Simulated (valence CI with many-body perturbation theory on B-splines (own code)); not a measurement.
## Kr XXIV: magnetic and hyperfine properties of the levels

Calculated by configuration interaction combined with many-body perturbation theory (CI+MBPT): three valence electrons over a frozen Dirac-Fock core [Ne], a basis of 11 s, 11 p, 9 d, 7 f, 5 g, 2 h, 1 i functions for each j, with the one-electron correlation potential Σ1 (screened to all orders), the two-electron term Σ2, the three-electron term Σ3, Breit, model QED; selected single and double excitations, second order for the rest (own B-spline code, finite nucleus).

No measured levels were compared; by estimate levels of excited configurations hold to 0.05 to 0.15 % of their energy, terms of the ground configuration to about 0.5 %.

A/g_I is the dipole constant over the nuclear g factor μ/I (μ in nuclear magnetons, uniformly magnetised nucleus), B/Q the quadrupole constant per barn. Both hold the static response of the core; the bare values leave it out. Large factors of s and p1/2 electrons are usually good to 5 to 10 %; those of open d and f shells near neutrality can be off by tens of per cent, and small factors of p3/2, d and f electrons come from cancelling terms and can be off by a factor of two or in sign, in half-filled shells by more. B is blank for J = 1/2, where it vanishes, and for nearly pure S terms. Energies count from the lowest level.

Names give the largest LS component (configuration and term), which can be under half, so a name can repeat, a term be missing and a line seem to break the LS rules; names also repeat where a configuration has a term twice. Letters in brackets count levels of one name in rising energy.

```csv
Level,E (eV),g,A/g_I (MHz),A/g_I bare,B/Q (MHz/b),B/Q bare
3s2 3p 2P°_1/2,0.00,0.663,92200,88700,,
3s2 3p 2P°_3/2,12.07,1.332,17300,17100,30900,30000
3s 3p2 4P_1/2,51.07,2.595,206000,199000,,
3s 3p2 4P_3/2,57.54,1.717,77000,74800,25100,24400
3s 3p2 4P_5/2,62.05,1.521,82800,80300,-15600,-15100
3s 3p2 2D_3/2,71.89,0.836,-9020,-8240,35700,34700
3s 3p2 2D_5/2,75.85,1.274,71800,69300,39800,38700
3s 3p2 2P_1/2,81.60,1.215,59700,57600,,
3s 3p2 2S_1/2,93.63,1.520,246000,236000,,
3s 3p2 2P_3/2,94.90,1.289,-20700,-18800,-27800,-27000
3s2 3d 2D_3/2,104.53,0.817,-50.2,551,9210,9280
3s2 3d 2D_5/2,106.14,1.199,13300,13400,13200,13300
3p3 2D°_3/2,130.15,1.172,8750,9180,23100,22500
3p3 2D°_5/2,136.10,1.193,38200,37400,-11000,-10600
3p3 4S°_3/2,137.35,1.557,-7010,-4970,-7510,-7240
3s 3p 3d 4F°_3/2,141.54,0.471,-27400,-26100,12900,12800
3s 3p 3d 4F°_5/2,143.96,1.046,30100,29400,7510,7630
3s 3p 3d 4F°_7/2,147.72,1.249,45300,44100,9070,9300
3p3 2P°_1/2,149.09,0.662,81400,77700,,
3s 3p 3d 4P°_5/2,151.96,1.470,49300,48200,11200,11300
3s 3p 3d 4D°_3/2,152.24,1.349,31200,30900,4170,4130
3s 3p 3d 4D°_1/2,152.90,0.253,-99000,-94600,,
3s 3p 3d 4F°_9/2,154.34,1.332,41200,40200,37900,37300
3p3 2P°_3/2,154.76,1.322,10200,10900,-12000,-11600
3s 3p 3d 4D°_5/2,160.29,1.283,39900,39100,-2950,-2880
3s 3p 3d 4D°_7/2,160.39,1.405,48900,47700,-9890,-9420
3s 3p 3d 4P°_3/2,160.83,1.437,39600,39100,-7950,-7950
3s 3p 3d 4P°_1/2,160.85,2.424,160000,155000,,
3s 3p 3d 2F°_5/2 [a],161.70,1.104,34900,34000,6560,6680
3s 3p 3d 2D°_3/2,162.48,0.964,-6440,-5660,-11900,-11400
3s 3p 3d 2D°_5/2 [a],165.69,1.150,51700,49900,-277,-22.6
3s 3p 3d 2F°_7/2 [a],172.75,1.141,5060,5530,37600,37100
3s 3p 3d 2P°_3/2 [a],176.32,1.156,13800,13900,2250,2390
3s 3p 3d 2F°_7/2 [b],181.92,1.150,38100,37100,35600,35100
3s 3p 3d 2P°_1/2 [a],182.49,0.657,-97900,-93400,,
3s 3p 3d 2F°_5/2 [b],182.77,0.884,-16800,-15500,30200,29800
3s 3p 3d 2P°_1/2 [b],185.89,0.658,40400,39000,,
3s 3p 3d 2P°_3/2 [b],187.37,1.121,65000,62500,-605,-316
3s 3p 3d 2D°_5/2 [b],188.16,1.167,-13800,-12400,-19100,-18300
3s 3p 3d 2P°_3/2 [c],188.50,1.164,-2080,-1080,-15900,-15400
```

**Question.** Take the isotope of mass number 85, with I = 9/2, μ = -1.0055 μN and Q = 0.443 b. What is the hyperfine structure of 3s 3p2 2D_3/2?

**Answer.** From the table A = 2010 MHz, B = 15800 MHz. Shifts from the centre of gravity in MHz: F = 3: -9340, F = 4: -11800, F = 5: -5080, F = 6: 17500.
